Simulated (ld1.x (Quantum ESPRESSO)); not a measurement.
# What the settings do to the TM potential of rhodium

Base potential:

rhodium, norm-conserving Troullier–Martins (Kleinman–Bylander form), made with ld1.x (Quantum ESPRESSO) 7.5 (BP86, scalar-relativistic). Core [Ar] 3d10, reference 4s2 4p6 4d8 5s1 5p0. Waves: 4s (bound): rc 1.60 bohr; 4p (bound): rc 1.40 bohr; 4d (bound): rc 1.15 bohr. Local part: the d channel. Core correction: a·sin(br)/r model core inside 0.80 bohr.

Occupied shells without a wave of their own: 5s. They enter only through the test configuration that unscreens the potential, and ld1.x also counts them in the model core charge.

Cutoffs, loose and tight: the cutoffs (Ry, on a coarse ladder) from which the occupation-weighted sum of valence levels, in a spherical-Bessel basis at the reference potential, stays within 10 and 1 mRy of its value at 400 Ry. They do not see the model core or the augmentation charge, which bear on the density cutoff. Test errors are all-electron minus pseudo excitation energies from the reference, over the configurations 4s2 4p6 4d8 5s0 5p0; 4s2 4p6 4d7 5s0 5p0; 4s2 4p6 4d6 5s0 5p0; 4s2 4p6 4d5 5s0 5p0; 4s2 4p6 4d8 5s0 5p1; 4s2 4p5 4d8 5s1 5p0; 4s2 4p6 4d7 5s1 5p1. A dash means not determined; rows that change the core or the reference have their own tests.

With those shells counted twice in exchange and correlation these files are broken, and their errors move erratically; no question is asked of them.

Cutoffs are not given where the Bessel-basis levels miss the radial ones by over 6 mRy, ghosts where they miss by over 20 mRy; a channel whose overlap is not positive is not tested.

| change | outcome | cutoff, loose | cutoff, tight | bound ghosts | largest test error (meV) |
| --- | --- | --- | --- | --- | --- |
| base | generated, misses its reference levels by 0.56 eV | 80 Ry | 120 Ry | none | -2881 |
| wave 4s (bound): rc 1.60 bohr becomes 4s (bound): rc 1.06 bohr | generated | 120 Ry | 230 Ry | none | -786 |
| wave 4s (bound): rc 1.60 bohr becomes 4s (bound): rc 1.42 bohr | generated, misses its reference levels by 0.24 eV | 90 Ry | 140 Ry | none | -1652 |
| wave 4s (bound): rc 1.60 bohr becomes 4s (bound): rc 1.78 bohr | generated, misses its reference levels by 0.99 eV | 80 Ry | 110 Ry | none | -4454 |
| wave 4s (bound): rc 1.60 bohr becomes 4s (bound): rc 2.06 bohr | generated, misses its reference levels by 1.89 eV | – | – | none | -8007 |
| wave 4s (bound): rc 1.60 bohr becomes 4s (bound): rc 2.30 bohr | generated, misses its reference levels by 2.58 eV | – | – | not determined | -10905 |

Reading the sweep of the s radius (base included, trends over the rows without a ghost): The loose cutoff falls from 120 Ry at 1.06 to 80 Ry at 1.78 bohr. A larger radius leaves more room for a smooth pseudo-wave, so fewer plane waves are needed; a smaller one forces it to follow the all-electron wave where it bends sharply. The median size of the test errors (rows with all tests solved) rises from 164.6 meV at 1.06 to 2664.1 meV at 2.06 bohr. More of the atom is replaced by a form fitted at one configuration, so other configurations suffer as the radius grows.
